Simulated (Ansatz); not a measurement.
## Match the barriers

Saddle point of Si$_{2}$N$_{2}$H$_{10}$, closed shell (Si₂NH₇ ([NH2][SiH2][SiH3]) + NH₃ → SiN₂H₆ ([NH2][SiH2][NH2]) + SiH₄; bonds formed: Si1–N7, Si2–H6; bonds broken: Si1–Si2, H6–N7), PBE0-D4/def2-TZVP structure:

Si1  (-0.103, -1.129, -0.463)
Si2  (0.301, 1.208, 1.545)
H3  (-0.168, -2.195, -1.513)
H4  (0.609, -1.726, 0.683)
N5  (-1.679, -0.517, -0.467)
H6  (1.140, 0.699, -0.490)
N7  (1.111, 0.006, -1.325)
H8  (1.142, 0.772, 2.718)
H9  (-1.099, 1.029, 2.095)
H10  (0.425, 2.711, 1.590)
H11  (-1.987, 0.135, 0.237)
H12  (-2.420, -1.039, -0.907)
H13  (0.712, 0.451, -2.147)
H14  (2.014, -0.403, -1.557)
(Å)

Computed with Ansatz 0.2.0 (basis: def2-TZVPP, with def2-QZVPP for the basis limit); correlated methods freeze the cores. Extrapolation: Hartree–Fock as exp(−7.88 √X), correlation as X^−2.97. Four methods, as single points on the PBE0-D4 structures, gave these electronic barriers from the start structure: 28.62, 31.52, 35.14, 44.20 kcal/mol.

Question: The methods were, in alphabetical order, CCSD(T), HF, PBE-D4, r2SCAN-D4. Which gave which? (Judge from chemistry; the calculation decides.)

Answer: The calculation gives: PBE-D4 28.62; r2SCAN-D4 31.52; CCSD(T) 35.14; HF 44.20 kcal/mol. For comparison, CCSD(T) at an estimated basis limit (MP2 extrapolated from triple and quadruple zeta, plus CCSD(T) − MP2 in triple zeta) gives 35.18 kcal/mol.

T1 diagnostic: at most 0.012.

Labels in which every atom is bracketed show which atoms are joined, not bond orders.

For scale, one of the runs: CCSD(T)/def2-TZVPP, 286 basis functions, launched by `ansatz run in.yaml --threads 8 --pin off --events-out ev --progress --plain --max-ram 19148MiB`. Time: 2.2 min of wall clock on 8 CPU threads of an Arm Neoverse V1; the host was shared. Peak host memory: 8.2 GiB.
